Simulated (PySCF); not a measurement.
HfFH3, SMILES [F][HfH3], multiplicity 1.

The structure is a stationary point at r2SCAN-D4/def2-TZVP. The multiplicity is an assumed one; no other spin state was optimised. The structure was generated by enumeration; whether it is a known compound was not checked. The def2 effective core potentials stand for the cores of Hf; spin–orbit coupling is left out.

Calculation: TDDFT-PBE/def2-TZVPD run with PySCF.

Vertical excitations; the highest root listed may be one member of a degenerate set.  State labels are in the subgroup Cs.

Computed UV-visible absorptions:
```
state  symmetry  energy (eV)  λ (nm)      f                                                  main pairs
-----  --------  -----------  ------  -----  ----------------------------------------------------------
S1           A"         4.29     289  0.000                          HOMO−1→LUMO 50 %, HOMO→LUMO+1 49 %
S2           A"         4.35     285  0.000                   HOMO→LUMO+1, HOMO−1→LUMO (degenerate set)
S3           A'         4.35     285  0.000                   HOMO−1→LUMO+1, HOMO→LUMO (degenerate set)
S4           A'         4.54     273  0.015                          HOMO→LUMO 49 %, HOMO−1→LUMO+1 49 %
S5           A"         5.22     238  0.001                                HOMO→LUMO+2 (degenerate set)
S6           A'         5.22     238  0.001                              HOMO−1→LUMO+2 (degenerate set)
S7           A"         5.55     223  0.000                        HOMO−1→LUMO+4 50 %, HOMO→LUMO+3 50 %
S8           A'         5.70     218  0.059  HOMO−2→LUMO+1, HOMO−1→LUMO+3, HOMO→LUMO+4 (degenerate set)
S9           A"         5.70     218  0.059    HOMO−2→LUMO, HOMO→LUMO+3, HOMO−1→LUMO+4 (degenerate set)
S10          A'         5.79     214  0.000    HOMO→LUMO+4 34 %, HOMO−1→LUMO+3 33 %, HOMO−2→LUMO+1 27 %
T1           A"         3.91     317      0                          HOMO−1→LUMO 53 %, HOMO→LUMO+1 47 %
T2           A"         3.93     316      0                   HOMO→LUMO+1, HOMO−1→LUMO (degenerate set)
T3           A'         3.93     316      0                   HOMO→LUMO, HOMO−1→LUMO+1 (degenerate set)
T4           A'         3.97     312      0                          HOMO−1→LUMO+1 49 %, HOMO→LUMO 49 %
```
Triplets are in the Tamm–Dancoff approximation, which puts them higher than full response would, so one can lie above its singlet here.
